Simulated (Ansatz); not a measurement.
Mulliken charges of CH6ClGaSi (`Cl[SiH2][CH2][GaH2]`) from PBE/def2-TZVPP in Ansatz (PBE0-D4/def2-TZVP geometry).

| atom | x (Å) | y (Å) | z (Å) | charge (e) |
| --- | --- | --- | --- | --- |
| Cl1 | -1.676 | 1.093 | -0.776 | -0.215 |
| Si2 | -0.208 | 1.138 | 0.752 | 0.343 |
| C3 | 0.726 | -0.424 | 0.520 | -0.355 |
| Ga4 | -0.086 | -1.148 | -1.167 | 0.169 |
| H5 | 0.563 | 2.377 | 0.493 | -0.045 |
| H6 | -0.982 | 1.265 | 2.009 | -0.046 |
| H7 | 0.569 | -1.115 | 1.350 | 0.118 |
| H8 | 1.794 | -0.236 | 0.396 | 0.116 |
| H9 | 0.570 | -0.744 | -2.532 | -0.042 |
| H10 | -1.186 | -2.256 | -1.041 | -0.043 |

Problem. By hand: the dipole of these point charges (1 e Å = 4.8032 D).

Solution. Σ q r = (0.339, -0.084, 0.285) e Å, of length 0.451 e Å = 2.17 D.

Problem. How does the dipole of the full density compare? (An estimate is asked.)

Solution. Computed: (0.236, 0.046, 0.315) e Å, 1.90 D; the point charges give 1.14 times that, at 22° from its direction.

Point charges leave out the atoms' own dipoles, such as those of lone pairs, and Mulliken's split depends on the basis, so the two needn't agree.
